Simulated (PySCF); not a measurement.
Species: C3H9F2PSi.
Numbering: `[CH3:1][Si:2]([CH3:3])([CH3:4])[P:5]([F:6])[F:7]` (hydrogens: H8, H9, H10 on C1; H11, H12, H13 on C3; H14, H15, H16 on C4)

Method used: core-valence-separated Tamm–Dancoff BHandHLYP/aug-pcX-1 (pcseg-1 on H, def2-SVPD on P, def2-SVPD on Si) in PySCF, non-relativistic, gas phase, PBE0-D3(BJ)/def2-SVP geometry. BHandHLYP without relativity tends to put these K edges a few eV too low, so spacings mean more than positions.

List the fluorine K-edge absorption lines.

```csv
E (eV),f,core hole on,main final orbital
684.04,0.0473,F6/F7,"LUMO (2 roots, f summed)"
685.30,0.0221,F6/F7,"LUMO+2 (2 roots, f summed)"
687.17,0.0105,F6/F7,"LUMO+1 (2 roots, f summed)"
687.95,0.0137,F6/F7,"LUMO+4 (2 roots, f summed)"
688.04,0.0043,F6/F7,"LUMO+1 (2 roots, f summed)"
```

The first line with a tenth or more of the strongest one's intensity is at 684.04 eV (f = 0.047, sum of 2), with the hole on F6/F7 (phosphorus-bound fluorine). It is also the strongest listed.

What does the C 1s absorption edge look like?

```csv
E (eV),f,core hole on,main final orbital
285.00,0.0012,C1/C3,"LUMO+1 (2 roots, f summed)"
285.06,0.0013,C4,LUMO+2 (63 %)
285.47,0.0147,C4,LUMO+4 (36 %)
285.54,0.0279,C1/C3/C4,"LUMO (3 roots, f summed)"
285.76,0.0453,C1/C3,"LUMO+2 (2 roots, f summed)"
285.98,0.0287,C4,LUMO+8 (33 %)
286.02,0.0630,C1/C3,"LUMO+5 (2 roots, f summed)"
286.23,0.0243,C4,LUMO+7 (42 %)
286.34,0.0251,C1/C3,"spread (2 roots, f summed)"
```

The first line with a tenth or more of the strongest one's intensity is at 285.47 eV (f = 0.015), with the hole on C4 (Si-methyl carbon). The strongest listed is at 286.02 eV (f = 0.063, sum of 2; C1/C3).

Roots within 0.03 eV whose holes lie on the same, on equivalent or on shared atoms are summed into one line, and the highest roots are left out, as the search may have cut off their partners. Final orbitals are the ground state's empty Kohn–Sham orbitals.

The list ends where the root search ended, not at a threshold.

On AMD EPYC 7R43, one thread, shared host, this took 33 s of wall time and 1.1 GiB of memory at its peak.

Shape of the structure used: `[CH3:1][Si:2]([CH3:3])([CH3:4])[P:5]([F:6])[F:7]`: C1–Si2–P5–F6 -70°.
